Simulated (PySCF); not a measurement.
# Spin states of LiIn

Unrestricted PBE0; PySCF, scalar-relativistic core potentials, basis sets Li cc-pVDZ, In cc-pVDZ-PP with ECP28. Outer shells of the fragments: Li 2s1; In 4d10 5s2 5p1.

Followed along the bond (rough minima from three points):

| 2Ms+1 | unpaired | ⟨S²⟩ at the start | R at minimum (Å) | Te (eV) |
| --- | --- | --- | --- | --- |
| 1 | none | 0.00 | 3.02 | 0.00 |
| 3 | σ ↑, π ↑ | 2.00 | 2.77 | 0.16 |
| 1 | σ ↑, π ↓ | 1.01 | 2.86 | 0.42 |
| 3 | σ ↑↑ | 2.00 | none in the scan | ≤ 0.87 |
| 3 | π ↑↑ | 2.00 | none in the scan | ≤ 1.02 |

Solutions found at the starting distance of 2.675 Å, counted from the lowest of them; the search is not exhaustive and high or unbound solutions are not listed, so other states can lie among these:

```tsv
2Ms+1	unpaired	term	E (eV)	⟨S²⟩	⟨Lz²⟩	μ (D)
1	none	¹Σ⁺	0.00	0.00	0.00	-2.27
3	σ ↑, π ↑	³Π	0.04	2.00	1.00	-3.72
1	σ ↑, π ↓	mixed	0.31	1.01	1.00	-3.69
3	π ↑↑	³Σ⁻	0.94	2.00	0.00	-4.19
3	σ ↑↑	³Σ⁺	1.04	2.00	0.00	5.68
1	π ↑↓	mixed	1.12	1.01	2.01	-3.93
```

A term symbol is given only where ⟨S²⟩ and ⟨Lz²⟩ are close to those of a pure state; real π, δ and φ orbitals otherwise mix terms. A positive dipole means Li(−)In(+).

Question: Compare the gap between the two lowest followed solutions at the starting distance with the gap between their minima.

Answer: At PBE0 the second solution (triplet, unpaired electrons σ ↑, π ↑) lies +0.04 eV from the first (singlet, closed shell) at 2.675 Å and +0.16 eV at the minima; the two curves relax by different amounts, since their minima lie near 2.77 and 3.02 Å.

Spin–orbit coupling is left out. Counting both spins, an empty level lies below a filled one in some of these solutions, because spin and occupation are held.
